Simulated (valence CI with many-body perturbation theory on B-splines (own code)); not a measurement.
# Mo21+: M1 decay

Level of theory: configuration interaction combined with many-body perturbation theory (CI+MBPT): three valence electrons over a frozen Dirac-Fock core [Ar], a basis of 9 s, 9 p, 10 d, 8 f, 5 g, 3 h, 1 i functions for each j, with the one-electron correlation potential Σ1 (screened to all orders), the two-electron term Σ2, the three-electron term Σ3, Breit, model QED; selected single and double excitations, second order for the rest (own B-spline code, finite nucleus).

No measured spectrum was set against this ion. As an estimate, terms of the open shell hold to 2 to 4 % of their energy, and close levels can change places. Core correlation moves these levels by up to 6300 cm⁻¹, and in measured spectra 5 to 20 % of such shifts remained as error; rates that hang on mixing are uncertain with them. Only levels of the ground parity were solved; by the run's estimate the other parity begins above the list, which can be wrong where configurations are misplaced.

Lines 1 to 50 of 67 in falling wavelength, among levels below 247460 cm⁻¹, chosen from the decays that carry over 1 % of a level's rate. Wavelengths and rates use the calculated energies, so an error of 2000 cm⁻¹ moves a line at 289.7 nm by 5.8 % and its rate by three times that or more. S is in atomic units (e²a₀⁴ for E2 and M2, e²a₀⁶ for E3), for M1 in squared Bohr magnetons. Weak lines are less certain than strong ones. Lines between different terms over intervals too small for the method are left out, as are lines whose strength nearly cancels. The highest levels of a list are the least certain.

Names give the largest LS component (configuration and term), which can be under half, so a name can repeat, a term be missing and a line seem to break the LS rules; names also repeat where a configuration has a term twice. Letters in brackets count levels of one name in rising energy.

```csv
λ vac (nm),Upper,Lower,Type,A (s⁻¹),S (a.u.)
1508,3d³ ⁴P_1/2,3d³ ⁴P_3/2,M1,8.68e+00,2.21e+00
785.8,3d³ ⁴F_9/2,3d³ ⁴F_7/2,M1,4.74e+01,8.53e+00
637.3,3d³ ⁴F_7/2,3d³ ⁴F_5/2,M1,1.51e+02,1.16e+01
587.4,3d³ ⁴F_5/2,3d³ ⁴F_3/2,M1,1.96e+02,8.82e+00
427.7,3d³ ²D_5/2 [a],3d³ ²D_3/2 [a],M1,1.13e+02,1.97e+00
335.5,3d³ ⁴P_5/2,3d³ ⁴P_3/2,M1,2.71e+02,2.28e+00
319.5,3d³ ²H_11/2,3d³ ²H_9/2,M1,2.00e+02,2.91e+00
289.7,3d³ ²D_3/2 [a],3d³ ⁴P_1/2,M1,1.86e+02,6.70e-01
287.9,3d³ ²D_5/2 [a],3d³ ⁴P_5/2,M1,8.28e+01,4.40e-01
285.5,3d³ ²P_3/2,3d³ ²P_1/2,M1,3.16e+02,1.09e+00
253.2,3d³ ²H_9/2,3d³ ⁴F_9/2,M1,4.79e+02,2.88e+00
243.0,3d³ ²D_3/2 [a],3d³ ⁴P_3/2,M1,8.44e+02,1.80e+00
242.5,3d³ ²G_9/2,3d³ ²H_9/2,M1,6.56e+02,3.47e+00
241.3,3d³ ²P_1/2,3d³ ⁴P_1/2,M1,9.90e+02,1.03e+00
238.4,3d³ ²P_3/2,3d³ ²D_3/2 [a],M1,6.81e+02,1.37e+00
238.2,3d³ ⁴P_3/2,3d³ ⁴F_5/2,M1,1.18e+02,2.37e-01
222.6,3d³ ²G_9/2,3d³ ²G_7/2,M1,6.47e+02,2.65e+00
206.0,3d³ ²G_7/2,3d³ ⁴F_7/2,M1,3.52e+02,9.13e-01
191.5,3d³ ²H_9/2,3d³ ⁴F_7/2,M1,3.73e+02,9.70e-01
187.6,3d³ ²P_3/2,3d³ ⁴P_5/2,M1,6.23e+02,6.11e-01
178.3,3d³ ⁴P_5/2,3d³ ⁴F_7/2,M1,4.79e+01,6.04e-02
169.5,3d³ ⁴P_3/2,3d³ ⁴F_3/2,M1,3.93e+02,2.83e-01
155.7,3d³ ²G_7/2,3d³ ⁴F_5/2,M1,7.48e+02,8.37e-01
155.0,3d³ ²D_5/2 [a],3d³ ⁴P_3/2,M1,8.21e+01,6.79e-02
152.4,3d³ ⁴P_1/2,3d³ ⁴F_3/2,M1,6.37e+01,1.67e-02
142.6,3d³ ²F_5/2,3d³ ⁴P_5/2,M1,1.78e+02,1.14e-01
141.2,3d³ ²H_11/2,3d³ ⁴F_9/2,M1,1.35e+02,1.69e-01
139.3,3d³ ⁴P_5/2,3d³ ⁴F_5/2,M1,4.45e+01,2.67e-02
137.3,3d³ ²F_7/2,3d³ ²H_9/2,M1,1.56e+01,1.20e-02
130.7,3d³ ²F_7/2,3d³ ²G_7/2,M1,3.15e+02,2.08e-01
128.7,3d³ ²F_5/2,3d³ ²G_7/2,M1,1.87e+02,8.84e-02
128.0,3d³ ²D_5/2 [b],3d³ ²F_5/2,M1,1.02e+03,4.76e-01
126.6,3d³ ²D_3/2 [b],3d³ ²F_5/2,M1,6.68e+02,2.01e-01
126.1,3d³ ²D_5/2 [b],3d³ ²F_7/2,M1,5.99e+02,2.67e-01
123.9,3d³ ²G_9/2,3d³ ⁴F_9/2,M1,1.46e+02,1.03e-01
120.3,3d³ ²P_3/2,3d³ ⁴P_3/2,M1,6.58e+01,1.70e-02
120.3,3d³ ²D_3/2 [a],3d³ ⁴F_5/2,M1,1.04e+03,2.69e-01
110.1,3d³ ²D_5/2 [a],3d³ ⁴F_7/2,M1,1.10e+03,3.27e-01
107.0,3d³ ²G_9/2,3d³ ⁴F_7/2,M1,2.05e+02,9.32e-02
105.3,3d³ ²D_5/2 [b],3d³ ²P_3/2,M1,1.24e+02,3.23e-02
104.3,3d³ ²D_3/2 [b],3d³ ²P_3/2,M1,7.75e+01,1.30e-02
100.0,3d³ ²F_5/2,3d³ ⁴P_3/2,M1,9.54e+01,2.12e-02
99.84,3d³ ²D_3/2 [a],3d³ ⁴F_3/2,M1,5.06e+02,7.47e-02
93.88,3d³ ²D_5/2 [a],3d³ ⁴F_5/2,M1,1.91e+02,3.51e-02
93.39,3d³ ²P_1/2,3d³ ⁴F_3/2,M1,3.89e+01,2.35e-03
89.01,3d³ ²F_7/2,3d³ ⁴F_9/2,M1,4.49e+02,9.40e-02
88.05,3d³ ²D_5/2 [b],3d³ ²D_5/2 [a],M1,1.39e+02,2.12e-02
87.40,3d³ ²D_3/2 [b],3d³ ²D_5/2 [a],M1,1.01e+03,1.00e-01
80.95,3d³ ²D_5/2 [a],3d³ ⁴F_3/2,M1,2.53e+01,2.98e-03
79.96,3d³ ²F_7/2,3d³ ⁴F_7/2,M1,2.11e+01,3.20e-03
```
